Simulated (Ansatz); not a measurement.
Relaxation of CH4AlGa (7 atoms, charge 0, multiplicity 1), to a largest force component of 0.02 eV/Å in at most 40 steps.

Theory: RKS PBE/def2-SVP (Ansatz).

```xyz
7
Properties=species:S:1:pos:R:3
C -0.699 0.140 -0.668
Al -0.166 0.955 0.986
Ga 1.451 -0.883 0.133
H -1.475 -0.610 -0.399
H -1.121 0.696 -1.519
H -0.236 1.898 2.273
H 2.247 -2.196 -0.806
```

Task: Where does it end, and by what steps?

Result: The forces met the threshold. The force dipped under the threshold on the way, but the program's further checks kept it going. After 13 steps the energy has fallen by 0.755 eV; H4 moved furthest, 0.64 Å.

| step | energy less start (eV) | largest force component (eV/Å) | accepted |
| --- | --- | --- | --- |
| 0 | 0.0000 | 1.148 | yes |
| 1 | -0.4137 | 0.794 | yes |
| 2 | -0.6487 | 0.875 | yes |
| 3 | -0.7275 | 0.294 | yes |
| 4 | -0.7341 | 0.206 | yes |
| 5 | -0.7455 | 0.098 | yes |
| 6 | -0.7479 | 0.065 | yes |
| 7 | -0.7515 | 0.087 | yes |
| 8 | -0.7503 | 0.190 | no |
| 9 | -0.7534 | 0.034 | yes |
| 10 | -0.7530 | 0.083 | no |
| 11 | -0.7545 | 0.019 | yes |
| 12 | -0.7548 | 0.036 | yes |
| 13 | -0.7550 | 0.011 | yes |

```xyz
7
Properties=species:S:1:pos:R:3
C -0.618 0.160 -0.530
Al -0.199 0.739 1.250
Ga 1.177 -0.862 0.100
H -0.966 -0.905 -0.643
H -1.035 0.718 -1.394
H -0.190 2.123 2.055
H 1.831 -1.972 -0.838
```

Whether the end is a true minimum wasn't checked by a vibrational analysis.

The run took 22 s on 1 thread of Arm Neoverse V2 (shared host), peak memory 0.11 GiB.
